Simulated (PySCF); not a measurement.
BeH₂O₂, SMILES [OH][Be][OH]. Atoms are numbered in the order given.

```xyz
5

Be     0.0000     0.0000    -0.0010
O      0.0808    -1.4256    -0.0523
H     -0.4460    -2.0658     0.4206
O     -0.0808     1.4256    -0.0523
H      0.4460     2.0658     0.4206
```

Geometry optimised at B3LYP-D3(BJ)/def2-TZVP. The values are those of a single conformer.

All values below come from PBE0/def2-TZVPD run with PySCF.

Mulliken values depend strongly on the basis, most of all with diffuse functions as here. Atomic charges (e):

| atom | IAO | Mulliken |
|---|---|---|
| Be1 | ? | -0.05 |
| O2 | ? | -0.30 |
| H3 | ? | 0.32 |
| O4 | ? | -0.30 |
| H5 | ? | 0.32 |

Q: What belongs in the gaps? (An estimate is asked for; the answer gives what the named calculation found.)

A: 
- Be1, IAO: 1.65
- O2, IAO: -1.20
- H3, IAO: 0.38
- O4, IAO: -1.20
- H5, IAO: 0.38
